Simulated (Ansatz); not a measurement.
Program: Ansatz. Geometries: PBE0-D4/def2-TZVP. ΔE: electronic, gas phase. CCSD(T)/CBS adds triple-zeta CCSD(T) − MP2 to the extrapolated MP2 energy (def2 sets, frozen cores). This one scheme is used for every species. Functionals use def2-TZVPP. HSE06 is defined as in plane-wave codes. def2 core potentials past Kr. For Sn outer-core shells are correlated without core-valence functions, which leaves a few kJ/mol of doubt a bond. Each species was taken in one conformer, which may not be the lowest.

Reaction (ligand exchange at the Sn–O bond): `C[O][Sn][OH]` + H–F → `[OH][Sn][F]` + CH₃OH

```json
{"level": "LDA (SPW92)", "ΔE (kJ/mol)": "-30.7", "difference from CCSD(T)/CBS": "1.1"}
{"level": "revPBE-D4", "ΔE (kJ/mol)": "-33.6", "difference from CCSD(T)/CBS": "-1.8"}
{"level": "PBE0-D4", "ΔE (kJ/mol)": "-35.9", "difference from CCSD(T)/CBS": "-4.1"}
{"level": "r2SCAN0-D4", "ΔE (kJ/mol)": "-37.9", "difference from CCSD(T)/CBS": "-6.1"}
{"level": "HSE06-D4", "ΔE (kJ/mol)": "-35.8", "difference from CCSD(T)/CBS": "-4.0"}
{"level": "BHLYP-D4", "ΔE (kJ/mol)": "-37.6", "difference from CCSD(T)/CBS": "-5.8"}
{"level": "CAM-B3LYP-D4", "ΔE (kJ/mol)": "-40.2", "difference from CCSD(T)/CBS": "-8.4"}
{"level": "r2SCAN", "ΔE (kJ/mol)": "-40.7", "difference from CCSD(T)/CBS": "-8.9"}
{"level": "r2SCANh", "ΔE (kJ/mol)": "-40.3", "difference from CCSD(T)/CBS": "-8.5"}
{"level": "r2SCAN0", "ΔE (kJ/mol)": "-39.6", "difference from CCSD(T)/CBS": "-7.8"}
{"level": "HSE06", "ΔE (kJ/mol)": "-40.6", "difference from CCSD(T)/CBS": "-8.8"}
{"level": "MP2/def2-SVP", "ΔE (kJ/mol)": "-29.0", "difference from CCSD(T)/CBS": "2.8"}
{"level": "CCSD/def2-SVP", "ΔE (kJ/mol)": "-33.5", "difference from CCSD(T)/CBS": "-1.7"}
{"level": "CCSD(T)/def2-SVP", "ΔE (kJ/mol)": "-31.0", "difference from CCSD(T)/CBS": "0.8"}
{"level": "HF/def2-QZVPP", "ΔE (kJ/mol)": "-52.1", "difference from CCSD(T)/CBS": "-20.3"}
{"level": "CCSD/def2-QZVPP", "ΔE (kJ/mol)": "-35.6", "difference from CCSD(T)/CBS": "-3.8"}
{"level": "CCSD(T)/CBS", "ΔE (kJ/mol)": "-31.8", "difference from CCSD(T)/CBS": "0"}
```

Largest T1 diagnostic among the species: 0.018.

Leaving LDA and LC-ωPBE aside and taking each functional with its dispersion term where it has one, the values, not all of them listed here, spread over 9.4 kJ/mol, from B97M-V to revPBE-D4. LDA lies +11.2 kJ/mol from PBE without D4. The D4 term adds +9.2 kJ/mol with B3LYP and +5.0 kJ/mol with PBE0; it sums over pairs of atoms, weighted by their polarisabilities, and B3LYP, whose exchange is more repulsive, gets the larger term. In def2-TZVPP, CCSD(T) changes the Hartree–Fock value by +20.3 kJ/mol (the triples alone add +3.1 kJ/mol) and MP2 by +24.6 kJ/mol.

B3LYP here is the variant with VWN-RPA as its local correlation; programs differ in this.
